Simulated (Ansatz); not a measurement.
Reaction (ligand exchange at the Si–O bond): `[SiH3]N[SiH2]O[SiH3]` + `[SiH3][NH][GeH3]` → `[SiH3][N]([SiH3])[GeH3]` + `O[SiH2]N[SiH3]`

Gas-phase electronic energies from Ansatz, PBE0-D4/def2-TZVP geometries. CCSD(T)/CBS is the MP2 limit (def2-TZVPP, def2-QZVPP) plus CCSD(T) − MP2 in def2-TZVPP, frozen cores. DFT in def2-TZVPP. B3LYP here is the variant with VWN-RPA as its local correlation; programs differ in this. For Ge outer-core shells are correlated without core-valence functions, which leaves a few kJ/mol of doubt a bond. Scalar relativity is left out up to krypton. Each species was taken in one conformer, which may not be the lowest.

`[SiH3]N[SiH2]O[SiH3]`:

Cartesian coordinates in Å:
```
Si 1.720 0.903 -1.037
N 0.224 1.416 -0.341
Si -0.495 0.850 1.111
O -1.377 -0.514 0.913
Si -1.350 -1.997 0.222
H 2.282 -0.126 -0.126
H 2.688 2.025 -1.174
H 1.522 0.312 -2.388
H -0.343 2.039 -0.899
H 0.596 0.559 2.073
H -1.427 1.884 1.613
H -2.747 -2.469 0.067
H -0.596 -2.948 1.080
H -0.697 -1.934 -1.113
```

`[SiH3][NH][GeH3]`:

Z-matrix (Å, degrees):
```
Si
N 1 1.718
H 1 1.489 2 110.3
H 1 1.486 2 107.3 3 119.9
H 1 1.492 2 114.2 3 -120.6
Ge 2 1.839 1 127.5 3 -145.3
H 2 1.009 1 117.0 3 48.6
H 6 1.538 2 108.4 1 146.5
H 6 1.534 2 106.7 1 26.5
H 6 1.543 2 111.7 1 -93.5
```

`[SiH3][N]([SiH3])[GeH3]`:

```xyz
13

Si    0.609   -1.335   -0.983
N     0.083   -0.002   -0.018
Si    0.794    1.572   -0.069
Ge   -1.409   -0.241    1.064
H    -0.338   -1.634   -2.094
H     1.938   -1.010   -1.562
H     0.713   -2.564   -0.149
H     0.107    2.480   -1.030
H     0.686    2.190    1.282
H     2.223    1.466   -0.461
H    -2.156   -1.478    0.539
H    -2.289    1.015    0.963
H    -0.962   -0.458    2.518
```

`O[SiH2]N[SiH3]`:

Cartesian coordinates in Å:
```
O -1.289 1.699 -0.782
Si -0.035 1.362 0.229
N 0.725 -0.153 -0.063
Si 0.074 -1.729 0.218
H -1.107 1.738 -1.722
H -0.667 1.377 1.565
H 1.042 2.381 0.101
H 1.645 -0.107 -0.478
H -0.221 -2.459 -1.047
H -1.187 -1.543 0.977
H 1.020 -2.567 1.003
```

```json
{"level": "PBE-D4", "ΔE (kJ/mol)": "39.9", "difference from CCSD(T)/CBS": "-4.6"}
{"level": "r2SCAN-D4", "ΔE (kJ/mol)": "46.3", "difference from CCSD(T)/CBS": "1.8"}
{"level": "PBE0-D4", "ΔE (kJ/mol)": "43.1", "difference from CCSD(T)/CBS": "-1.4"}
{"level": "B3LYP-D4", "ΔE (kJ/mol)": "50.1", "difference from CCSD(T)/CBS": "5.6"}
{"level": "ωB97X-V", "ΔE (kJ/mol)": "47.9", "difference from CCSD(T)/CBS": "3.4"}
{"level": "ωB97M-V", "ΔE (kJ/mol)": "46.0", "difference from CCSD(T)/CBS": "1.5"}
{"level": "B2PLYP", "ΔE (kJ/mol)": "50.6", "difference from CCSD(T)/CBS": "6.1"}
{"level": "PBE", "ΔE (kJ/mol)": "42.3", "difference from CCSD(T)/CBS": "-2.2"}
{"level": "r2SCAN", "ΔE (kJ/mol)": "46.5", "difference from CCSD(T)/CBS": "2.0"}
{"level": "PBE0", "ΔE (kJ/mol)": "44.9", "difference from CCSD(T)/CBS": "0.4"}
{"level": "B3LYP", "ΔE (kJ/mol)": "54.3", "difference from CCSD(T)/CBS": "9.8"}
{"level": "HF/def2-TZVPP", "ΔE (kJ/mol)": "65.0", "difference from CCSD(T)/CBS": "20.5"}
{"level": "MP2/def2-TZVPP", "ΔE (kJ/mol)": "42.5", "difference from CCSD(T)/CBS": "-2.0"}
{"level": "SCS-MP2/def2-TZVPP", "ΔE (kJ/mol)": "47.0", "difference from CCSD(T)/CBS": "2.5"}
{"level": "CCSD/def2-TZVPP", "ΔE (kJ/mol)": "47.7", "difference from CCSD(T)/CBS": "3.2"}
{"level": "CCSD(T)/def2-TZVPP", "ΔE (kJ/mol)": "44.5", "difference from CCSD(T)/CBS": "0.0"}
{"level": "HF/def2-QZVPP", "ΔE (kJ/mol)": "66.2", "difference from CCSD(T)/CBS": "21.7"}
{"level": "MP2/def2-QZVPP", "ΔE (kJ/mol)": "42.9", "difference from CCSD(T)/CBS": "-1.6"}
{"level": "SCS-MP2/def2-QZVPP", "ΔE (kJ/mol)": "47.5", "difference from CCSD(T)/CBS": "3.0"}
{"level": "HF/CBS(def2)", "ΔE (kJ/mol)": "66.3", "difference from CCSD(T)/CBS": "21.8"}
{"level": "MP2/CBS(def2)", "ΔE (kJ/mol)": "42.5", "difference from CCSD(T)/CBS": "-2.0"}
{"level": "CCSD/CBS(def2)", "ΔE (kJ/mol)": "47.7", "difference from CCSD(T)/CBS": "3.2"}
{"level": "CCSD(T)/CBS", "ΔE (kJ/mol)": "44.5", "difference from CCSD(T)/CBS": "0"}
```

Largest T1 diagnostic among the species: 0.012.

In def2-TZVPP, CCSD(T) changes the Hartree–Fock value by −20.5 kJ/mol (the triples alone add −3.2 kJ/mol) and MP2 by −22.5 kJ/mol. The D4 term adds −4.2 kJ/mol with B3LYP and −1.9 kJ/mol with PBE0; it sums over pairs of atoms, weighted by their polarisabilities, and B3LYP, whose exchange is more repulsive, gets the larger term.
